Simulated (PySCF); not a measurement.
Cl4V, doublet, at a GFN2-xTB geometry (such geometries of metal compounds can be far from the true shape); DF-BLYP/aug-cc-pVDZ (PySCF).

Input for PySCF:
```python
from pyscf import gto, scf, dft
import numpy

mol = gto.Mole()
mol.atom = '''
    V     0.00000000    0.00000000    0.00000000
    Cl    1.68640898   -0.39049992   -1.07430154
    Cl    0.63181644    0.30687967    1.91238648
    Cl   -0.90946576    1.55036739   -0.95907361
    Cl   -1.40875965   -1.46674714    0.12098867
'''
mol.basis = 'aug-cc-pvdz'
mol.spin = 1
mol.verbose = 4
mol.cart = True
mol.build()
print('smallest overlap eigenvalue', numpy.linalg.eigvalsh(mol.intor('int1e_ovlp'))[0])

mf = dft.UKS(mol)
mf.xc = 'blyp'
mf = mf.density_fit(auxbasis='def2-universal-jkfit')
mf.kernel()
```

The log (banner, timings and long lists left out):

```
PySCF version 2.14.0

[INPUT] verbose = 4
[INPUT] num. atoms = 5
[INPUT] num. electrons = 91
[INPUT] charge = 0
[INPUT] spin (= nelec alpha-beta = 2S) = 1
[INPUT] symmetry False subgroup None
[INPUT] Mole.unit = angstrom
[INPUT] Cartesian GTO integrals (6d 10f)
[INPUT] Symbol           X                Y                Z      unit          X                Y                Z       unit  Magmom
[INPUT]  1 V      0.000000000000   0.000000000000   0.000000000000 AA    0.000000000000   0.000000000000   0.000000000000 Bohr   0.0
[INPUT]  2 Cl     1.686408980000  -0.390499920000  -1.074301540000 AA    3.186851106207  -0.737937900465  -2.030135685798 Bohr   0.0
[INPUT]  3 Cl     0.631816440000   0.306879670000   1.912386480000 AA    1.193960032598   0.579918529497   3.613886691521 Bohr   0.0
[INPUT]  4 Cl    -0.909465760000   1.550367390000  -0.959073610000 AA   -1.718641206069   2.929769759557  -1.812386456198 Bohr   0.0
[INPUT]  5 Cl    -1.408759650000  -1.466747140000   0.120988670000 AA   -2.662169913838  -2.771750388589   0.228635450475 Bohr   0.0

nuclear repulsion = 682.542124703698
number of shells = 43
number of NR pGTOs = 364
number of NR cGTOs = 185
basis = aug-cc-pvdz
ecp = {}
smallest overlap eigenvalue 4.591842827301052e-05

******** <class 'pyscf.df.df_jk.DFUKS'> ********
method = DFUKS
initial guess = minao
damping factor = 0
level_shift factor = 0
DIIS = <class 'pyscf.scf.diis.CDIIS'>
diis_start_cycle = 1
diis_space = 8
diis_damp = 0
SCF conv_tol = 1e-09
SCF conv_tol_grad = None
SCF max_cycles = 50
direct_scf = False
number electrons alpha = 46  beta = 45
XC library pyscf.dft.libxc version 7.1.2
    S. Lehtola, C. Steigemann, M. J. T. Oliveira, and M. A. L. Marques,  SoftwareX 7, 1–5 (2018)
XC functionals = blyp
    A. D. Becke,  Phys. Rev. A 38, 3098 (1988)
    C. Lee, W. Yang, and R. G. Parr,  Phys. Rev. B 37, 785 (1988)
    B. Miehlich, A. Savin, H. Stoll, and H. Preuss,  Chem. Phys. Lett. 157, 200 (1989)
radial grids:
    Treutler-Ahlrichs [JCP 102, 346 (1995); DOI:10.1063/1.469408] (M4) radial grids

becke partition: Becke, JCP 88, 2547 (1988); DOI:10.1063/1.454033
pruning grids: <function nwchem_prune>
grids dens level: 3
symmetrized grids: False
atomic radii adjust function: <function treutler_atomic_radii_adjust>
small_rho_cutoff = 0
Set gradient conv threshold to 3.16228e-05
tot grids = 96424
site-packages/pyscf/df/df_jk.py:484: LinAlgWarning: An ill-conditioned matrix detected: slice 0 has rcond = 2.898911461000002e-20.
  rho = scipy.linalg.solve(opt.j2c, jaux.T)
init E= -2785.67724999083

cycle= 1 E= -2784.67141098144  delta_E= 1.01  |g|= 1.12  |ddm|= 7.32

site-packages/pyscf/df/df_jk.py:484: LinAlgWarning: An ill-conditioned matrix detected: slice 0 has rcond = 2.898911461000003e-20.
  rho = scipy.linalg.solve(opt.j2c, jaux.T)
cycle= 2 E= -2781.02405243285  delta_E= 3.65  |g|= 2.58  |ddm|= 16.5
cycle= 3 E= -2784.75996808852  delta_E= -3.74  |g|= 1.03  |ddm|= 16.4
cycle= 4 E= -2784.91599519723  delta_E= -0.156  |g|= 0.71  |ddm|= 0.473
cycle= 5 E= -2785.06857483322  delta_E= -0.153  |g|= 0.312  |ddm|= 0.657
cycle= 6 E= -2785.09173518366  delta_E= -0.0232  |g|= 0.119  |ddm|= 1.66
cycle= 7 E= -2785.09784436791  delta_E= -0.00611  |g|= 0.0134  |ddm|= 0.295
cycle= 8 E= -2785.09790903333  delta_E= -6.47e-05  |g|= 0.000818  |ddm|= 0.0459
cycle= 9 E= -2785.09790868746  delta_E= 3.46e-07  |g|= 0.00116  |ddm|= 0.00439
cycle= 10 E= -2785.09790964744  delta_E= -9.6e-07  |g|= 0.000193  |ddm|= 0.002
cycle= 11 E= -2785.09790967641  delta_E= -2.9e-08  |g|= 8.31e-05  |ddm|= 0.00097
cycle= 12 E= -2785.0979096783  delta_E= -1.89e-09  |g|= 6.34e-05  |ddm|= 0.000255
cycle= 13 E= -2785.0979096793  delta_E= -9.98e-10  |g|= 1.96e-05  |ddm|= 0.000105
Extra cycle  E= -2785.09790967703  delta_E= 2.26e-09  |g|= 8.45e-05  |ddm|= 0.000242
converged SCF energy = -2785.09790967703  <S^2> = 0.75481398  2S+1 = 2.0048082
```
